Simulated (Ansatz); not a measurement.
Input for Ansatz (a quantum-chemistry and plane-wave program): R-PBE0/def2-TZVPP on SN+, 2S+1 = 1, a spin state set in the input, which need not be the lowest. Charge +1.

Ansatz 0.2 input:
```yaml
crystal:
  periodic: [false, false, false]
  atoms:
    - {symbol: N, position_ang: [0.00000000, 0.00000000, 0.00000000]}
    - {symbol: S, position_ang: [0.00000000, 0.00000000, 1.67200000]}
basis:
  gaussian:
    orbitals: def2-TZVPP
hamiltonian:
  xc: {name: PBE0}
total_charge: 1
relax: {f_tol: 0.002, max_steps: 120}
```

It printed:

```
WARN ansatz: RAYON_NUM_THREADS=1 ignored (pool sized by the plan → 1); use --threads N
Functional definition: PBE0
integrals: 0.01 GiB planned
470 factors; their error is unknown
mean field: 0.14 GiB planned
mean field evaluation 1: about -12285.3341 eV, gradient 1.0e2 eV
mean field evaluation 2: about -12187.0832 eV, gradient 1.8e2 eV
mean field evaluation 4: about -12307.6596 eV, gradient 5.9e0 eV
mean field evaluation 8: about -12307.7077 eV, gradient 4.2e-2 eV
mean field evaluation 16: about -12307.7214 eV, gradient 1.1e-5 eV
mean field -12307.72142293 eV, -452.3004198196 hartree, gradient 1.1e-5 eV, S^2 0.000000; 0 other end points of the search recorded, 0 dependent functions left out
the calculation of the forces begins
reference -12307.72143936 eV, -452.3004204234 hartree; 11, 11 occupied and 62, 62 virtual orbitals, 470 factors
relax step   1: F+E_penalty+E_count = -12307.72142293 eV  Δ(F+E_penalty+E_count) = +0.000e0 eV  max|allowed force component| = 1.046e1 eV/Å  Δτ_max = 0.0000 Å  (28 SCF iters, accepted)
these checks for a lower state are left out or cut short: starts, cluster_reference, orbital_swaps, neighbouring_geometries, increment
integrals: 0.01 GiB planned
470 factors; their error is unknown
mean field: 0.14 GiB planned
mean field -12309.06285767 eV, -452.3497166370 hartree, gradient 7.6e-6 eV, S^2 0.000000; 0 other end points of the search recorded, 0 dependent functions left out
the calculation of the forces begins
reference -12309.06287414 eV, -452.3497172421 hartree; 11, 11 occupied and 62, 62 virtual orbitals, 470 factors
relax step   2: F+E_penalty+E_count = -12309.06285767 eV  Δ(F+E_penalty+E_count) = -1.341e0 eV  max|allowed force component| = 6.154e0 eV/Å  Δτ_max = 0.0769 Å  (36 SCF iters, accepted)
these checks for a lower state are left out or cut short: starts, cluster_reference, orbital_swaps, neighbouring_geometries, increment
integrals: 0.01 GiB planned
470 factors; their error is unknown
mean field: 0.14 GiB planned
mean field evaluation 32: about -12309.3554 eV, gradient 9.5e-6 eV
mean field -12309.35537505 eV, -452.3604664525 hartree, gradient 9.5e-6 eV, S^2 0.000000; 0 other end points of the search recorded, 0 dependent functions left out
the calculation of the forces begins
reference -12309.35539166 eV, -452.3604670627 hartree; 11, 11 occupied and 62, 62 virtual orbitals, 470 factors
relax step   3: F+E_penalty+E_count = -12309.35537505 eV  Δ(F+E_penalty+E_count) = -2.925e-1 eV  max|allowed force component| = 2.184e0 eV/Å  Δτ_max = 0.0339 Å  (28 SCF iters, accepted)
these checks for a lower state are left out or cut short: starts, cluster_reference, orbital_swaps, neighbouring_geometries, increment
integrals: 0.01 GiB planned
470 factors; their error is unknown
mean field: 0.14 GiB planned
mean field -12309.38495471 eV, -452.3615534848 hartree, gradient 1.9e-5 eV, S^2 0.000000; 0 other end points of the search recorded, 0 dependent functions left out
the calculation of the forces begins
reference -12309.38497140 eV, -452.3615540982 hartree; 11, 11 occupied and 62, 62 virtual orbitals, 470 factors
relax step   4: F+E_penalty+E_count = -12309.38495471 eV  Δ(F+E_penalty+E_count) = -2.958e-2 eV  max|allowed force component| = 5.495e-1 eV/Å  Δτ_max = 0.0171 Å  (28 SCF iters, accepted)
these checks for a lower state are left out or cut short: starts, cluster_reference, orbital_swaps, neighbouring_geometries, increment
integrals: 0.01 GiB planned
470 factors; their error is unknown
mean field: 0.14 GiB planned
mean field -12309.38668646 eV, -452.3616171253 hartree, gradient 6.3e-6 eV, S^2 0.000000; 0 other end points of the search recorded, 0 dependent functions left out
the calculation of the forces begins
reference -12309.38670313 eV, -452.3616177381 hartree; 11, 11 occupied and 62, 62 virtual orbitals, 470 factors
relax step   5: F+E_penalty+E_count = -12309.38668646 eV  Δ(F+E_penalty+E_count) = -1.732e-3 eV  max|allowed force component| = 5.882e-3 eV/Å  Δτ_max = 0.0031 Å  (30 SCF iters, accepted)
these checks for a lower state are left out or cut short: starts, cluster_reference, orbital_swaps, neighbouring_geometries, increment
integrals: 0.01 GiB planned
470 factors; their error is unknown
mean field: 0.14 GiB planned
mean field -12309.38668645 eV, -452.3616171252 hartree, gradient 8.8e-6 eV, S^2 0.000000; 0 other end points of the search recorded, 0 dependent functions left out
the calculation of the forces begins
reference -12309.38670313 eV, -452.3616177380 hartree; 11, 11 occupied and 62, 62 virtual orbitals, 470 factors
relax step   6: F+E_penalty+E_count = -12309.38668645 eV  Δ(F+E_penalty+E_count) = +1.346e-9 eV  max|allowed force component| = 5.900e-3 eV/Å  Δτ_max = 0.0001 Å  (18 SCF iters, rejected (line search))
these checks for a lower state are left out or cut short: starts, cluster_reference, orbital_swaps, neighbouring_geometries, increment
integrals: 0.01 GiB planned
470 factors; their error is unknown
mean field: 0.14 GiB planned
mean field -12309.38668666 eV, -452.3616171327 hartree, gradient 4.4e-6 eV, S^2 0.000000; 0 other end points of the search recorded, 0 dependent functions left out
the calculation of the forces begins
reference -12309.38670333 eV, -452.3616177455 hartree; 11, 11 occupied and 62, 62 virtual orbitals, 470 factors
relax step   7: F+E_penalty+E_count = -12309.38668666 eV  Δ(F+E_penalty+E_count) = -2.034e-7 eV  max|allowed force component| = 5.240e-6 eV/Å  Δτ_max = 0.0000 Å  (18 SCF iters, accepted)
integrals: 0.01 GiB planned
470 factors; their error is unknown
mean field: 0.14 GiB planned
mean field evaluation 64: about -12212.8182 eV, gradient 1.7e2 eV
mean field -12309.38668666 eV, -452.3616171327 hartree, gradient 6.9e-6 eV, S^2 0.000000; 1 other end points of the search recorded, 0 dependent functions left out
the calculation of the forces begins
reference -12309.38670333 eV, -452.3616177455 hartree; 11, 11 occupied and 62, 62 virtual orbitals, 470 factors
Total energy: -12309.38670333 eV, -452.3616177455 hartree
Atom 0 at    -0.000000    -0.000000     0.124743 Å, force    -0.000000     0.000000    -0.000005 eV/Å
Atom 1 at     0.000000     0.000000     1.547257 Å, force     0.000000    -0.000000     0.000005 eV/Å
Dipole moment:    -0.000000    -0.000000     0.443005 e Å
```

The calculation finished and met its thresholds.

Cost: about 5 core-seconds (a rough figure).
